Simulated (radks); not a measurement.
Task: Isoelectronic series with 4 electrons, each ion in its NIST ground configuration. All-electron calculation, Dirac Kohn-Sham, BLYP, spin-unpolarised, spherical densities, finite nucleus; Fermi nuclear charge, rms radius of each element as measured or else 0.836 A^(1/3) + 0.57 fm. Program: a radial shooting solver on a logarithmic mesh with Libxc functionals. Total energies (hartree) and mean radii <r> (bohr):

ion,configuration,E (hartree),2s1/2,1s1/2
Be,[He] 2s2,-14.66446,2.605,0.4209
B+,[He] 2s2,-24.34436,1.780,0.3292
C2+,[He] 2s2,-36.53124,1.362,0.2701
N3+,[He] 2s2,-51.22533,1.106,0.2290
O4+,[He] 2s2,-68.42866,0.9312,0.1986
F5+,[He] 2s2,-88.14404,0.8046,0.1754
Ne6+,[He] 2s2,-110.37483,0.7085,0.1570
Mg8+,[He] 2s2,-162.39833,0.5719,0.1297
Al9+,[He] 2s2,-192.20002,0.5216,0.1193
Si10+,[He] 2s2,-224.53505,0.4794,0.1104
P11+,[He] 2s2,-259.40902,0.4434,0.1028
S12+,[He] 2s2,-296.82799,0.4125,0.09614
Cl13+,[He] 2s2,-336.79844,0.3856,0.09027
Ar14+,[He] 2s2,-379.32736,0.3619,0.08507
K15+,[He] 2s2,-424.42221,0.3409,0.08043
Ca16+,[He] 2s2,-472.09085,0.3222,0.07626
Sc17+,[He] 2s2,-522.34166,0.3054,0.07250

Estimate the row of Ti18+ ([He] 2s2).

Result: E (hartree) -575.18355; 2s1/2 0.2903; 1s1/2 0.06908.
